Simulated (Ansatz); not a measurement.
(AgI)2 ring (Ag2I2). The state is a singlet with charge 0. Geometry PBE0-D4/def2-SVP, basis def2-TZVP, Ansatz.

```csv
run,HOMO (eV),LUMO (eV)
A,-6.90,-2.65
B,-9.31,0.33
C,-7.11,-2.32
D,-6.26,-2.91
E,-9.40,-0.31
F,-6.24,-3.04
```

In the def2 sets Ag, I take a core potential; there is no spin–orbit coupling. LC-ωPBE has ω = 0.4 bohr⁻¹. B3LYP takes the VWN-RPA correlation.

**Question.** The runs used B3LYP, B97M-V, HF, LC-ωPBE, PBE0, r2SCAN. Estimate which is which.

**Answer.** A B3LYP (20 % exact exchange); B HF (100 % exact exchange); C PBE0 (25 % exact exchange); D r2SCAN (0 % exact exchange); E LC-ωPBE (range-separated); F B97M-V (0 % exact exchange). Exact exchange lowers occupied and raises empty levels; among semilocal functionals meta-GGAs tend to open the gap a little, and such runs are hard to tell apart. The gap grows from 3.20 eV (B97M-V) to 9.64 eV (HF).
